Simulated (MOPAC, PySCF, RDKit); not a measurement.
Pair of molecules: CH3NO (SMILES NC=O) (first 6 atoms) with H2Se (SMILES [SeH2]); geometry from B3LYP-D3(BJ)/def2-TZVP, rigid monomers moved along the line of their centres of mass till H4···Se7 is 2.52 Å.
(charge 0, multiplicity 1):
| atom | x (Å) | y (Å) | z (Å) |
|---|---|---|---|
| N | -1.0944 | -0.4170 | 0.1949 |
| C | 0.1748 | -0.3141 | -0.2577 |
| O | 1.1568 | -0.1900 | 0.4447 |
| H | -1.2677 | -0.3853 | 1.1908 |
| H | -1.8645 | -0.5103 | -0.4431 |
| H | 0.2406 | -0.3562 | -1.3601 |
| Se | 0.1206 | -0.0218 | 3.2680 |
| H | -0.3045 | -0.7293 | 4.4889 |
| H | 0.9053 | -1.1694 | 2.8016 |

Monomers are frozen at their geometry in the pair; levels with a basis set take the counterpoise correction. Rows marked so take none. RDKit's UFF carries no charges.

Rows in STO-3G carry no dispersion term and start afresh at each structure; the Pople sets are all-electron and without relativity. The state that PM3, PM7 reach isn't checked; PM7 holds dispersion and hydrogen-bond terms.

Run with MOPAC for PM3, PM7 (differences of heats of formation); PySCF for STO-3G rows; RDKit for the force fields. Values without a source in brackets are computed.

Problem. One of these levels gives 9.0 meV for the interaction energy. Which one is it?
A) UFF
B) HF/STO-3G (no counterpoise)
C) PM3
D) PM7

Solution. B, HF/STO-3G (no counterpoise). The others give 233.3 (UFF), -252.1 (PM3), -99.1 (PM7)
